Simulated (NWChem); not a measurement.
System: AlBrF2; SMILES [F][Al]([F])[Br]

Here is an NWChem input.

```
start job
memory heap 200 mb stack 900 mb global 1100 mb
geometry units angstroms noautosym nocenter noautoz
  Al    -0.004691     0.950152     0.000000
  F      0.003250     1.792840    -1.416100
  F      0.003250     1.792840     1.416100
  Br    -0.000360    -1.264696     0.000000
end
basis spherical
  * library def2-svpd
end
dft
  xc b3lyp
  iterations 150
end
property
  response 1 0.0
end
task dft property
```

Output (shortened):

```
             Northwest Computational Chemistry Package (NWChem) 7.3.0
             --------------------------------------------------------

                             Geometry "geometry" -> ""
                             -------------------------

 Output coordinates in angstroms (scale by  1.889725989 to convert to a.u.)

  No.       Tag          Charge          X              Y              Z
 ---- ---------------- ---------- -------------- -------------- --------------
    1 Al                  13.0000    -0.00469100     0.95015200     0.00000000
    2 F                    9.0000     0.00325000     1.79284000    -1.41610000
    3 F                    9.0000     0.00325000     1.79284000     1.41610000
    4 Br                  35.0000    -0.00036000    -1.26469600     0.00000000

 Effective nuclear repulsion energy (a.u.)     297.9266165417

                              NWChem Property Module
                              ----------------------

                                 NWChem DFT Module
                                 -----------------

 Summary of "ao basis" -> "ao basis" (spherical)
 ------------------------------------------------------------------------------
       Tag                 Description            Shells   Functions and Types
 ---------------- ------------------------------  ------  ---------------------
 Al                        def2-svpd                10       24   5s3p2d
 F                         def2-svpd                 9       23   4s3p2d
 Br                        def2-svpd                15       41   6s5p4d

            General Information
            -------------------
          SCF calculation type: DFT
          Wavefunction type:  closed shell.
          No. of atoms     :     4
          No. of electrons :    66
           Alpha electrons :    33
            Beta electrons :    33
          Charge           :     0
          Spin multiplicity:     1
          Use of symmetry is: off; symmetry adaption is: off
          Maximum number of iterations: 150
          AO basis - number of functions:   111
                     number of shells:    43
          Convergence on energy requested:  1.00D-06
          Convergence on density requested:  1.00D-05
          Convergence on gradient requested:  5.00D-04

              XC Information
              --------------
                         B3LYP Method XC Potential
                     Hartree-Fock (Exact) Exchange  0.200
                        Slater Exchange Functional  0.800 local
                    Becke 1988 Exchange Functional  0.720 non-local
              Lee-Yang-Parr Correlation Functional  0.810
                  VWN I RPA Correlation Functional  0.190 local

             Grid Information
             ----------------
          Grid used for XC integration:  medium
          Radial quadrature: Mura-Knowles
          Angular quadrature: Lebedev.
          Tag              B.-S. Rad. Rad. Pts. Rad. Cut. Ang. Pts.
          ---              ---------- --------- --------- ---------
          Al                  1.25       88          12.0       590
          F                   0.50       49          12.0       434
          Br                  1.15      112          12.0       590
          Grid pruning is: on
          Number of quadrature shells:   298
          Spatial weights used:  Erf1

      Superposition of Atomic Density Guess
      -------------------------------------

 Sum of atomic energies:       -3012.47442153

      Non-variational initial energy
      ------------------------------

 Total energy =   -3012.857088
 1-e energy   =   -4789.764437
 2-e energy   =    1478.980733
 HOMO         =      -0.426357
 LUMO         =      -0.061642

   convergence    iter        energy       DeltaE   RMS-Dens  Diis-err
 ---------------- ----- ----------------- --------- --------- ---------
 d= 0,ls=0.0,diis     1  -3015.9043646226 -3.31D+03  1.51D-02  9.99D-01
 d= 0,ls=0.0,diis     2  -3015.7647588790  1.40D-01  7.48D-03  2.91D+00
 d= 0,ls=0.0,diis     3  -3016.0092558485 -2.44D-01  9.44D-04  1.76D-02
 d= 0,ls=0.0,diis     4  -3016.0101636412 -9.08D-04  5.04D-04  4.23D-03
 d= 0,ls=0.0,diis     5  -3016.0106178033 -4.54D-04  1.42D-04  1.93D-04
  Resetting Diis
 d= 0,ls=0.0,diis     6  -3016.0106484150 -3.06D-05  1.40D-05  2.44D-06
 d= 0,ls=0.0,diis     7  -3016.0106486517 -2.37D-07  6.64D-06  1.93D-07

         Total DFT energy =    -3016.010648651665
      One electron energy =    -4791.372399654738
           Coulomb energy =     1608.502897280169
    Exchange-Corr. energy =     -131.067762818757
 Nuclear repulsion energy =      297.926616541661

 Numeric. integr. density =       66.000002036304

                       DFT Final Molecular Orbital Analysis
                       ------------------------------------

[...]

 DFT Linear Response polarizability / au
 Frequency  =       0.0000000 / au
              X              Y              Z
 -----------------------------------------------
 X      37.0862734     -0.0300364     -0.0000000
 Y      -0.0300466     50.5644029     -0.0000000
 Z      -0.0000000     -0.0000000     39.5168487
 -----------------------------------------------
 Eigenvalues =      37.0862064     50.5644698     39.5168487
 Isotropic   =      42.3891750
 Anisotropic =      12.4422976
 -----------------------------------------------

 Magnetic Dipole Response Matrix (nonzero elements):

 Exiting AOResponse driver routine
```

Level: B3LYP/def2-SVPD. Coordinates come from a PBE0/def2-SVP optimisation.
